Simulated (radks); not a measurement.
Q: Radial electron density D(r) = 4 pi r^2 rho(r) of an atom or ion with 34 electrons. All-electron calculation, scalar-relativistic Kohn-Sham, PBE, spin-unpolarised, spherical densities, finite nucleus; Fermi nuclear charge, rms radius of each element as measured or else 0.836 A^(1/3) + 0.57 fm. Program: a radial shooting solver on a logarithmic mesh with Libxc functionals.

```
   r/bohr * D(r) (the largest magnitude, 56.7, reaches the edge; | marks zero)
 0.002666 |  *
 0.003528 |    *
 0.004668 |       *
 0.006176 |            *
 0.008171 |                  *
  0.01081 |                         *
  0.01431 |                                 *
  0.01893 |                                         *
  0.02504 |                                             *
  0.03314 |                                            *
  0.04384 |                                        *
  0.05801 |                                     *
  0.07676 |                                          *
   0.1016 |                                                    *
   0.1344 |                                                      *
   0.1778 |                                           *
   0.2352 |                                *
   0.3113 |                                   *
   0.4118 |                                       *
   0.5449 |                             *
    0.721 |             *
    0.954 |       *
    1.262 |     *
     1.67 |   *
     2.21 |*
    2.924 *
    3.869 *
```

What is the nuclear charge?

A: Z = 38. The innermost maximum, from 1s, lies near gamma/Z bohr with gamma = sqrt(1 - (Z/c)^2) = 0.961, here 0.0253 bohr (found: 0.0276), and its height grows with Z. The density is that of the strontium ion Sr4+ in [Ar] 3d10 4s2 4p4; the configuration itself is not fixed sharply by these data, and Z only to a few units. D(r) has 3 maxima, at r = 0.0276, 0.122, 0.396 bohr, and minima at 0.0562, 0.253 bohr, inside which lie 2.05, 11.04 electrons.
